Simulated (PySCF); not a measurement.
## Exercise with solution: entropy of an ideal gas

H2STe, SMILES S[TeH].

Coordinates come from a PBE-D3(BJ)/def2-TZVP optimisation. The def2 effective core potentials stand for the cores of Te; spin–orbit coupling is left out.

PySCF with PBE-D3(BJ)/def2-TZVP gives the harmonic wavenumbers 348, 367, 628, 753, 2015, 2590 cm⁻¹ and the rotational temperatures 5.3229, 0.1569, 0.1559 K. The molar mass is 161.68 g/mol, the symmetry number 1, the spin multiplicity 1.

Problem. Work out the entropy at 298.15 K and 1 atm in the rigid-rotor, harmonic-oscillator model.

Solution. 
Translation (Sackur–Tetrode at 1 atm): S = R[1.5 ln M + 2.5 ln T − 1.16487] = 172.2 J/(mol K).
Rotation: q = (√π/σ) T^1.5/√(θA θB θC) = 25300, S = R[ln q + 3/2] = 96.8 J/(mol K).
Vibration: with u = 1.4388 ν/T, each mode gives R[u/(e^u − 1) − ln(1 − e^−u)]:
| ν (cm⁻¹) | modes | u | S (J/(mol K)) |
|---|---|---|---|
| 348 | 1 | 1.68 | 4.92 |
| 367 | 1 | 1.77 | 4.57 |
| 628 | 1 | 3.03 | 1.69 |
| 753 | 1 | 3.63 | 1.04 |
| 2015 | 1 | 9.72 | 0.01 |
The stiffer modes add less than 0.005 each. Sum 12.2 J/(mol K).
Spin: R ln 1 = 0.0 J/(mol K).
Total 281.2 J/(mol K); the program's own thermochemistry gives 281.2. Translation makes up 61 % and vibration 4 %. Anharmonicity, hindered rotation and orbital degeneracy are left out.
